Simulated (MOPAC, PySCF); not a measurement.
H₉ClSi₄, SMILES `[SiH2](Cl)[SiH]([SiH3])[SiH3]` (Si–Si–Si–Cl torsion 171°), neutral singlet in the gas phase. 

Z-matrix (Å, degrees):
```
Si
H 1 1.4867
Si 1 2.3376 2 108.69
H 3 1.4801 1 112.96 2 50.02
H 3 1.4802 4 108.89 1 -123.23
Cl 3 2.0792 4 107.52 5 -116.05
Si 1 2.3435 2 110.34 3 -118.55
H 7 1.4809 1 110.74 2 54.07
H 7 1.4829 8 109.21 1 -119.57
H 7 1.4833 8 109.19 9 -118.75
Si 1 2.3451 2 109.96 3 119.16
H 11 1.4827 1 110.49 2 59.61
H 11 1.4829 12 108.82 1 -119.70
H 11 1.4831 12 108.91 13 -118.32
```
Charge 0, multiplicity 1.

All levels are single points at this geometry (B3LYP-D3(BJ)/def2-TZVP); Pople sets use spherical d functions. Orbital energies aren't observables, and empty levels follow the basis.

PM3 in MOPAC gives gap (eV) = 7.17.

Problem. Estimate the gap (eV) from each of these levels: B3LYP-D3(BJ)/def2-TZVP in PySCF; PBE-D3(BJ)/def2-TZVP in PySCF; B3LYP/6-31G* in PySCF; B3LYP/LANL2DZ in PySCF; BP86/6-31G* in PySCF; M06-2X/6-31G* in PySCF; PBE/6-31G* in PySCF; SVWN5/6-31G* in PySCF; HF/6-31G* in PySCF; AM1 in MOPAC; PM6 in MOPAC; PM7 in MOPAC.

Solution. 
```csv
level,gap (eV)
B3LYP-D3(BJ)/def2-TZVP in PySCF,6.66
PBE-D3(BJ)/def2-TZVP in PySCF,5.09
B3LYP/6-31G* in PySCF,6.79
B3LYP/LANL2DZ in PySCF,7.10
BP86/6-31G* in PySCF,5.26
M06-2X/6-31G* in PySCF,8.88
PBE/6-31G* in PySCF,5.22
SVWN5/6-31G* in PySCF,5.07
HF/6-31G* in PySCF,12.91
AM1 in MOPAC,8.92
PM6 in MOPAC,7.27
PM7 in MOPAC,9.79
```
